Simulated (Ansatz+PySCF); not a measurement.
A calculation with Ansatz (development build ahead of 0.2.0).

```yaml
crystal:
  periodic: [false, false, false]
  atoms:
    - { symbol: Ti, position_ang: [0.0, 0.0, -0.45746] }
    - { symbol: O, position_ang: [0.0, 0.0, 1.25802] }
basis:
  gaussian: { orbitals: def2-SVP }
magnetization:
  spin_polarized: true
  initial_magnetization: 2
hamiltonian:
  xc: hf
scf:
  omitted_lower_state_checks: [stability, starts, atomic_configurations, cluster_reference, orbital_swaps, given_window_search, neighbouring_geometries, increment]
```

The input is written out in the form of the current development build from the run's settings.

Results

| Quantity | Value |
| --- | --- |
| Converged | yes |
| Total energy | -923.08882 hartree |
| Spin squared of the determinant | 2.585 |
| Occupied orbitals by symmetry in an Abelian subgroup (alpha; beta) | 10 A1 3 B1 3 B2; 8 A1 3 B1 3 B2 |

Caution: the unrestricted determinant is spin contaminated.
